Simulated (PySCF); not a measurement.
## One change at a time: excitation energies

The calculation used PySCF 2.14.0, density-fitted response routines, TDDFT PBE0/def2-SVPD, vertical, gas phase, core orbitals frozen in the response. Geometries: PBE0-D3(BJ)/def2-SVP; one conformer of each isolated species. Triplets are in the Tamm–Dancoff approximation. 'Strongest' means the level of largest summed f among the lowest 10 singlets; it needn't be the same kind of state in each.

Parent: `CC(PC)=O`, with lowest singlet excitation energy 3.94 eV, HOMO–LUMO gap 5.82 eV, energy of the strongest computed level 7.48 eV, S1–T1 gap 0.68 eV, mean static polarisability 68.2 au. Its spectrum: 314 nm (f 0.009); 220 nm (f 0.062); 212 nm (f 0.002); 193 nm (f 0.077); 186 nm (f 0.062).

(1) Order the derivatives by their lowest singlet excitation, lowest first, with the shift from the parent.
A. COCH3 replaced by p-tolyl: `CPc1ccc(C)cc1`
B. H replaced by CH2OH: `CC(=O)P(C)CO`
C. COCH3 replaced by neopentyl: `CPCC(C)(C)C`

(1) B (shift -0.16 eV), A (shift +1.08 eV), C (shift +2.02 eV).

```tsv
change	SMILES	Δ S1 (eV)	Δ gap (eV)	Δ strongest (eV)	Δ S1−T1 (eV)	Δ α (au)
COCH3 replaced by neopentyl	CPCC(C)(C)C	+2.02	+1.25	-1.24	+0.21	+34.2
H replaced by CH2OH	CC(=O)P(C)CO	-0.16	-0.36	-1.22	-0.02	+16.0
COCH3 replaced by p-tolyl	CPc1ccc(C)cc1	+1.08	+0.22	-0.77	+0.48	+54.7
```

S1 falls most with H replaced by CH2OH (-0.16 eV), and it rises most with COCH3 replaced by neopentyl (+2.02 eV). S1 is simply the lowest singlet of each species and needn't be the same kind of state throughout.

Without π bonds the low states are Rydberg-like; a valence basis with one diffuse set may place them up to an eV too high.
